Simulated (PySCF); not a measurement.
Working out the ionisation energy of N⁺

N⁺ [He] 2s2 2p2 (3P) → N²⁺ [He] 2s2 2p1 (2P). All numbers are calculated (PySCF 2.14, scalar relativity by spin-free X2C-1e, in x2c-TZVPPall (5s3p2d1f, 31 functions)). Frozen: nothing. Energies in hartree (1 hartree = 27.21139 eV):

| part | N⁺ (lower) | N²⁺ (upper) |
| --- | --- | --- |
| UHF | -53.921524 | -52.848339 |
| CCSD correlation | -0.109075 | -0.098965 |
| (T) | -0.001697 | -0.001203 |

**Question.** What does Hartree-Fock give?

**Answer.** (-52.848339) − (-53.921524) = 1.073185 hartree = 29.203 eV.

**Question.** What do CCSD and CCSD(T) give?

**Answer.** The CCSD correlation energies differ by 0.010110 hartree = 0.275 eV and the triples by 0.000494 hartree = 0.013 eV, so CCSD gives 29.478 eV and CCSD(T) 29.491 eV.

A first-order spin-orbit estimate adds -0.003 eV to CCSD(T) (valence and next inner shell), giving 29.488 eV against 29.601 eV (semi-empirical (NIST evaluation); NIST Atomic Spectra Database, ionization energies).

What remains against the reference includes basis incompleteness and higher excitations.
